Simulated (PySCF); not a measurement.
**Static response to an electric field**

Compound: 3-fluoroanisole, C7H7FO.
SMILES with atom numbers: `[CH3:1][O:2][c:3]1[cH:4][cH:5][cH:6][c:7]([F:8])[cH:9]1` (hydrogens: H10, H11, H12 on C1; H13 on C4; H14 on C5; H15 on C6; H16 on C9)

Geometry (GFN2-xTB, Å), atoms numbered from 1 in this order:
```xyz
16
C7H7FO angstrom
C      2.634    0.431    0.614
O      1.740   -0.649    0.477
C      0.421   -0.382    0.302
C     -0.419   -1.492    0.174
C     -1.775   -1.327   -0.011
C     -2.334   -0.059   -0.075
C     -1.490    1.024    0.055
F     -2.005    2.271   -0.001
C     -0.124    0.896    0.242
H      2.640    1.063   -0.279
H      2.394    1.041    1.491
H      3.618   -0.017    0.745
H      0.023   -2.474    0.227
H     -2.409   -2.195   -0.107
H     -3.391    0.091   -0.219
H      0.470    1.789    0.337
```

Level: PBE0/def2-SVPD (PySCF), static field, nuclei fixed, core orbitals frozen in the response. The polarisability tensor in these axes (au):

```
x   110.30   2.11   7.84
y     2.11  91.05   0.71
z     7.84   0.71  54.57
```

Question: Diagonalise the tensor; give its mean and Δα, where Δα² is half the sum of the squared differences of the eigenvalues.

Answer: Principal values 53.48, 90.82 and 111.62 au; mean 85.31 au = 12.64 Å³ = 14.07 × 10⁻⁴⁰ C²·m²/J; Δα = 51.02 au (60 % of the mean).

Question: What is the dipole moment, and where does it point?

Answer: (1.41, -0.35, 0.19) D, 1.47 D in size, pointing from the negative to the positive side. Measured along this direction, the outermost atoms are H15 at the negative end and H12 at the positive end.

Question: Find the Langevin capture rate constant for O2+ (31.990 u) meeting this molecule (126.048 u), k = 2.342 × 10⁻⁹ cm³/s × √(α in Å³ / reduced mass in u).

Answer: The reduced mass is 25.51 u, so k = 1.65 × 10⁻⁹ cm³/s. The formula leaves out the permanent dipole, which adds to the capture rate.

Question: Traceless (Buckingham) quadrupole moment about the centre of nuclear charge: eigenvalues?

Answer: -8.80, -5.62, 14.42 D·Å. The values depend on the origin, since the dipole doesn't vanish. The electronic extent ⟨r²⟩ about the same centre is 1235 bohr², a root-mean-square distance of 2.29 Å for the 66 electrons.

Question: Rayleigh depolarisation ratio (linearly polarised light, static tensor)?

Answer: ρ = 3Δα²/(45ᾱ² + 4Δα²) = 7809.7/(327481 + 10413.0) = 0.0231.

Question: Sum over states: ᾱ = Σ f/ω², ω in Eh. What share falls to these 8 lowest TDDFT singlets (eV, f)? 5.24, 0.0277; 5.97, 0.0924; 6.42, 0.0081; 6.82, 0.3698; 6.84, 0.0030; 6.95, 0.0013; 6.98, 0.5779; 7.21, 0.0012.

Answer: They add up to 17.56 au, 20.6 % of the 85.31 au; the largest single term is 8.77 au, from the state at 6.98 eV. Terms in order: 0.75, 1.92, 0.14, 5.89, 0.05, 0.02, 8.77, 0.02 au. Higher excitations give the rest. The strengths listed sum to 1.081.

Question: Estimate the molar refractivity from the static electronic polarisability.

Answer: Lorentz–Lorenz: R = (4π/3)N_A α = 2.5225 cm³/(mol·Å³) × 12.64 Å³ = 31.9 cm³/mol, in the limit of long wavelengths.

Isolated species at its GFN2-xTB geometry (one conformer only).

The run behind these numbers computed excited states as well. The run took 69 s of wall time on an x86-64 server with one thread, no GPU, on a shared host.
